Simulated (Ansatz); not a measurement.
The cluster Hf2Se4, relaxed as a singlet with RKS PBE-D4/def2-SVP in Ansatz, starting from the GFN1-xTB geometry. Force threshold 0.02 eV/Å.

In the def2 sets Hf takes a core potential; there is no spin–orbit coupling. The restricted singlet is unstable towards broken spin symmetry at other levels; at PBE-D4/def2-SVP this wasn't settled. The relaxation made no stability test and no search for a lower SCF solution. No other spin state of charge 0 was run. Another isomer (singlet) lies 0.86 eV lower at PBE0-D4/def2-TZVP; other spin states weren't run for this one.

Start:

```xyz
6

Hf    1.205   -1.587    0.441
Hf   -0.552    0.591   -0.415
Se   -0.477    3.089   -0.187
Se   -0.254   -1.598   -1.704
Se   -2.652    1.980   -0.165
Se    2.731   -2.475    2.030
```

```json
{"step": "1", "energy (eV)": "-263946.0192", "largest force component (eV/Å)": "0.729", "SCF passes": "37"}
{"step": "2", "energy (eV)": "-263946.0598", "largest force component (eV/Å)": "0.678", "SCF passes": "34"}
{"step": "3", "energy (eV)": "-263946.1765", "largest force component (eV/Å)": "0.222", "SCF passes": "36"}
{"step": "4", "energy (eV)": "-263946.2308", "largest force component (eV/Å)": "0.563", "SCF passes": "36"}
{"step": "5", "energy (eV)": "-263946.2757", "largest force component (eV/Å)": "0.515", "SCF passes": "34"}
{"step": "6", "energy (eV)": "-263946.3709", "largest force component (eV/Å)": "0.666", "SCF passes": "36"}
{"step": "7", "energy (eV)": "-263946.4996", "largest force component (eV/Å)": "0.912", "SCF passes": "36"}
{"step": "8", "energy (eV)": "-263946.6410", "largest force component (eV/Å)": "0.871", "SCF passes": "36"}
{"step": "9", "energy (eV)": "-263946.7504", "largest force component (eV/Å)": "0.898", "SCF passes": "36"}
{"step": "10", "energy (eV)": "-263946.8871", "largest force component (eV/Å)": "0.574", "SCF passes": "29"}
{"step": "11", "energy (eV)": "-263947.0230", "largest force component (eV/Å)": "0.254", "SCF passes": "28"}
{"step": "12", "energy (eV)": "-263947.1335", "largest force component (eV/Å)": "0.398", "SCF passes": "29"}
{"step": "13", "energy (eV)": "-263947.2598", "largest force component (eV/Å)": "0.393", "SCF passes": "36"}
{"step": "14", "energy (eV)": "-263947.3828", "largest force component (eV/Å)": "0.337", "SCF passes": "28"}
{"step": "15", "energy (eV)": "-263947.4929", "largest force component (eV/Å)": "0.242", "SCF passes": "29"}
{"step": "16", "energy (eV)": "-263947.6075", "largest force component (eV/Å)": "0.274", "SCF passes": "30"}
{"step": "17", "energy (eV)": "-263947.7318", "largest force component (eV/Å)": "0.251", "SCF passes": "29"}
{"step": "18", "energy (eV)": "-263947.8525", "largest force component (eV/Å)": "0.297", "SCF passes": "29"}
{"step": "19", "energy (eV)": "-263947.9149", "largest force component (eV/Å)": "0.588", "SCF passes": "34"}
{"step": "20", "energy (eV)": "-263948.1349", "largest force component (eV/Å)": "1.128", "SCF passes": "35"}
{"step": "21", "energy (eV)": "-263948.4369", "largest force component (eV/Å)": "0.800", "SCF passes": "34"}
{"step": "22", "energy (eV)": "-263948.4425", "largest force component (eV/Å)": "1.038", "SCF passes": "34"}
{"step": "23", "energy (eV)": "-263948.5469", "largest force component (eV/Å)": "0.475", "SCF passes": "34"}
{"step": "24", "energy (eV)": "-263948.6077", "largest force component (eV/Å)": "0.648", "SCF passes": "34"}
{"step": "25", "energy (eV)": "-263948.6614", "largest force component (eV/Å)": "0.535", "SCF passes": "35"}
{"step": "26", "energy (eV)": "-263948.7036", "largest force component (eV/Å)": "0.283", "SCF passes": "28"}
{"step": "27", "energy (eV)": "-263948.7183", "largest force component (eV/Å)": "0.094", "SCF passes": "28"}
{"step": "28", "energy (eV)": "-263948.7210", "largest force component (eV/Å)": "0.039", "SCF passes": "24"}
{"step": "29", "energy (eV)": "-263948.7219", "largest force component (eV/Å)": "0.006", "SCF passes": "23"}
```

Force components are those of the run's own axes.

End:

Cartesian coordinates in Å:
```
Hf -0.3732 -0.7643 1.0076
Hf 0.6700 0.3312 -1.0860
Se -0.1539 1.9752 0.9536
Se -0.4652 -2.0156 -1.2817
Se -1.9030 1.0227 -0.4110
Se 2.2254 -0.5492 0.8175
```

Bonds formed: Hf1–Se3, Hf1–Se5, Hf2–Se6 (atoms count from 1).

No frequencies were taken in this run, so the end may be a saddle point.

Hardware: 4 threads of Arm Neoverse V2 on a shared host. Wall time 1.7 min.
